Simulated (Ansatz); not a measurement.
Z-matrix (Å, degrees):
```
C
O 1 1.2877
H 2 0.9722 1 114.10
N 1 1.2904 2 119.32 3 180.00
H 4 1.0121 1 120.72 2 -180.00
H 4 1.0161 5 118.24 1 -180.00
H 1 1.0872 2 121.19 3 0.00
```
Charge +1, spin multiplicity 1.

Calculation: frozen-core CCSD(T)/cc-pVTZ // B3LYP-D3(BJ)/def2-TZVP in Ansatz (an electronic-structure program).

| Property | Value |
|---|---|
| HF energy | -169.34298 Ha |
| MP2 correlation energy | -0.59255 Ha |

Question: Estimate the CCSD correlation energy, the (T) correction, the total energy and the T1 diagnostic.

Answer: 
* **CCSD correlation energy**: -0.60913 Ha
* **(T) correction**: -0.02399 Ha
* **CCSD(T) total energy**: -169.97610 Ha
* **T1 diagnostic**: 0.015
